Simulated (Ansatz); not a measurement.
The molecule NbO, multiplicity 4 (the spin of the measured ground state). No spin–orbit coupling.

The constants come from a fifth-degree fit in 1/R (seven points, main isotopes). Runs in def2 and cc sets follow the lowest solution found near the PBE0 minimum.

The values were computed with Ansatz (Gaussian orbitals). Values without a source in brackets are computed. In def2 rows elements past Kr take small-core potentials, without spin–orbit coupling.

Energies at CAM-B3LYP/def2-TZVPP:

| R (Å) | E (hartree) |
|---|---|
| 1.553528 | -132.11003857 |
| 1.595290 | -132.12066653 |
| 1.633710 | -132.12595724 |
| 1.677142 | -132.12764091 |
| 1.720574 | -132.12557941 |
| 1.770688 | -132.11949335 |
| 1.829154 | -132.10856260 |

With a reduced mass of 13.6457 u, find the minimum, the force constant and the constants.

A fifth-degree polynomial in 1/R puts the minimum at r_e = 1.6735 Å with force constant 879 N/m. Then ω_e = (1/2πc)√(k/μ) = 1045 cm⁻¹ and B_e = h/(8π²cμr_e²) = 0.4411 cm⁻¹; the cubic and quartic terms give α_e = 0.0019 and ω_e x_e = 3.3 cm⁻¹.

Ansatz is an electronic-structure program.
